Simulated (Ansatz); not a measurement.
F$_{4}$Ga$_{2}$H$_{2}$ (`[F][Ga@H-]1[F+][Ga@@H-]([F])[F+]1`). The species carries charge 0 and has multiplicity 1. The geometry is a stationary point of PBE0-D4/def2-TZVP.

```xyz
8

F    -0.371   -0.729   -2.430
Ga   -0.021    0.592   -1.359
F    -1.176    0.332    0.157
Ga    0.054   -0.448    1.413
F    -0.268   -2.154    1.366
F     1.226   -0.114   -0.076
H     0.219    2.070   -1.696
H     0.337    0.449    2.626
```

Problem. What is the dipole moment at ωB97M-V/def2-TZVPP? (Estimate.)

Solution. Ansatz gave: 3.93 D, with components (0.81, 3.61, 1.33) D in this frame, pointing from negative to positive charge.

Problem. And with PBE, r2SCAN, B3LYP? (Estimate.)

Solution. Ansatz gave: PBE 3.73 D, r2SCAN 3.84 D, B3LYP 3.97 D.

Problem. Give the Mulliken charges with ωB97M-V, r2SCAN, PBE in def2-TZVPP. (An estimate is asked.)

Solution. Ansatz gave: 
```csv
atom,ωB97M-V,r2SCAN,PBE
F1,-0.36,-0.36,-0.32
Ga2,0.69,0.72,0.61
F3,-0.34,-0.34,-0.29
Ga4,0.69,0.72,0.61
F5,-0.36,-0.36,-0.32
F6,-0.34,-0.34,-0.29
H7,0.02,-0.02,0.00
H8,0.02,-0.02,0.00
```

B3LYP here is the variant with VWN-RPA as its local correlation; programs differ in this.
